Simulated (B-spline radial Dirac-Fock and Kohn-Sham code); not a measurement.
L1 edges in EELS at 100 kV and 5 mrad, Sb to Hf

The computed values come from a radial finite-basis atomic code: the first Born approximation with generalised oscillator strengths from a Dirac-Hartree-Slater potential (longitudinal and transverse terms; continuum final states only, so no white lines or fine structure). Partial cross sections in barn for windows above the edge. Edges are tabulated values, any marked * orbital energies of the model.

| Z | element | edge (eV) | Δ = 50 eV | Δ = 100 eV | Δ = 200 eV |
| --- | --- | --- | --- | --- | --- |
| 51 | Sb | 4698.0 | 0.0790 | 0.155 | 0.297 |
| 55 | Cs | 5714.0 | 0.0358 | 0.0704 | 0.136 |
| 57 | La | 6266.0 | 0.0245 | 0.0483 | 0.0932 |
| 59 | Pr | 6835.0 | 0.0172 | 0.0340 | 0.0658 |
| 60 | Nd | 7126.0 | 0.0145 | 0.0286 | 0.0555 |
| 61 | Pm | 7428.0 | 0.0122 | 0.0241 | 0.0468 |
| 62 | Sm | 7737.0 | 0.0103 | 0.0204 | 0.0396 |
| 63 | Eu | 8052.0 | 0.00877 | 0.0173 | 0.0337 |
| 64 | Gd | 8376.0 | 0.00742 | 0.0147 | 0.0285 |
| 67 | Ho | 9394.0 | 0.00462 | 0.00914 | 0.0178 |
| 68 | Er | 9751.0 | 0.00396 | 0.00783 | 0.0153 |
| 69 | Tm | 10116.0 | 0.00340 | 0.00672 | 0.0131 |
| 70 | Yb | 10486.0 | 0.00292 | 0.00578 | 0.0113 |
| 71 | Lu | 10870.0 | 0.00250 | 0.00496 | 0.00971 |
| 72 | Hf | 11271.0 | 0.00215 | 0.00426 | 0.00834 |
